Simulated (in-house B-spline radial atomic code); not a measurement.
RPA and G0W0 on PBE0: Tc III (Tc2+)

Configuration [Kr] 4d5, highest spin, mean-field start PBE0. Computed with an all-electron radial atomic-structure program (B-spline basis): all electrons, scalar-relativistic (spin-free one-electron X2C), finite nucleus, each spin shell either full or empty, empty states to l = 9 with an (l + 1/2)⁻⁴ tail; G0W0 by contour deformation at full frequency.

Command:
```bash
python run_gw.py task.json out
```
Settings (radii: box in bohr, nucleus in fm):
```
Z                        43
electrons                41
configuration            [Kr] 4d5
hamiltonian              x2c
method                   pbe0
lmax                     9
rms_radius               4.41117
spin_polarised           True
box_radius               17.55
intervals                69
```

Run time, properties included: 8.2 s on 1 thread of Arm Neoverse V2, on a shared host.

Energies (hartree):

```json
{"term": "mean-field total", "value": "-4284.20027"}
{"term": "Hartree-Fock functional on these orbitals", "value": "-4282.35973"}
{"term": "direct second order", "value": "-3.3948"}
{"term": "second-order exchange", "value": "0.98753"}
{"term": "SOSEX correction", "value": "0.92224"}
```

**Question.** What is the RPA correlation energy, and what remains with SOSEX?

**Answer.** RPA gives -3.0134 hartree (-2 eV per electron); RPA + SOSEX gives -2.0912, and the second-order doubles -2.4073 hartree (no singles). SOSEX takes back 31 % of the RPA value.

Quasi-particle levels (eV):

| level | occupied | mean field | Σx - vxc | Σc | QP weight | G0W0 |
| --- | --- | --- | --- | --- | --- | --- |
| 4d up | yes | -25.549 | -4.43 | ? | ? | ? |
| 4p down | yes | -61.56 | -5.77 | 0.86 | 0.889 | -66.47 |
| 4d down | no | -18.100 | 6.89 | -3.68 | 0.924 | -14.890 |

G0W0 = mean field + (Σx - vxc) + Σc, with Σc (partial-wave tail included) taken at the quasi-particle energy. Only the outer levels were computed. Levels of low weight are left out.

**Question.** Where does G0W0 put 4d up?

**Answer.** At -29.992 eV, with Σc = -0.02 eV and a quasi-particle weight of 0.918. The tabulated removal energy is 29.550 eV (NIST, semi-empirical); the calculation leaves out spin-orbit coupling, Breit and QED terms, and what these don't explain is the method's own error.
